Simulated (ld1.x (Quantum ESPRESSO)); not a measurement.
# W (Z = 74), TM: configuration errors across variants

```
Element                 : W
Generator               : ld1.x (Quantum ESPRESSO) 7.5
Type                    : norm-conserving Troullier–Martins (Kleinman–Bylander form)
Functional              : PBE
Relativity              : fully relativistic
Frozen core             : [Kr] 4d10 4f14 5s2
Valence charge          : 12
Reference configuration : 5p6 5d4 6s1.5 6p0 (charge +0.5)
Partial waves           : 5p (bound): rc 1.45 bohr; 5d (bound): rc 2.45 bohr; 6s (bound): rc 2.60 bohr
Local potential         : the s channel
Core correction         : Bessel-smoothed model core inside 0.90 bohr
```

Open shells are filled in proportion to 2j + 1 (rel_dist='average').

All-electron excitation energies from the reference (eV): (1) 5p6 5d4 6s2 6p0 -3.636; (2) 5p6 5d4 6s1 6p0 5.253; (3) 5p6 5d4 6s0 6p0 20.934; (4) 5p6 5d4 6s1 6p1 0.821; (5) 5p6 5d4 6s0 6p1 10.653; (6) 5p6 5d3 6s0 6p0 46.306; (7) 5p6 5d3 6s2 6p0 5.198.

Errors AE − PS in meV (a dash: test not solved or not reliable):

```csv
change,(1),(2),(3),(4),(5),(6),(7),bound ghosts
base,-1.6,-2.1,-25,-523,-883,-61,-40,none
wave 5p (bound): rc 1.45 bohr becomes 5p (bound): rc 0.98 bohr,-1.6,-2.1,-25,-524,-884,-61,-40,none
wave 5p (bound): rc 1.45 bohr becomes 5p (bound): rc 1.08 bohr,-1.6,-2.1,-25,-524,-884,-61,-40,none
wave 5p (bound): rc 1.45 bohr becomes 5p (bound): rc 1.46 bohr,-1.6,-2.1,-25,-523,-883,-61,-40,none
wave 5p (bound): rc 1.45 bohr becomes 5p (bound): rc 1.62 bohr,-1.6,-2.1,-25,-522,-881,-61,-40,none
wave 5p (bound): rc 1.45 bohr becomes 5p (bound): rc 1.86 bohr,-1.6,-2.0,-25,-520,-877,-60,-39,none
wave 5p (bound): rc 1.45 bohr becomes 5p (bound): rc 2.02 bohr,-1.6,-2.0,-25,-518,-874,-60,-39,none
wave 5p (bound): rc 1.45 bohr becomes 5p (bound): rc 2.16 bohr,-1.6,-2.0,-25,-517,-872,-60,-39,none
```

Problem. Give the same row for: wave 5p (bound): rc 1.45 bohr becomes 5p (bound): rc 1.28 bohr.

Solution. -1.6, -2.1, -25, -524, -884, -61, -40; bound ghosts: none.
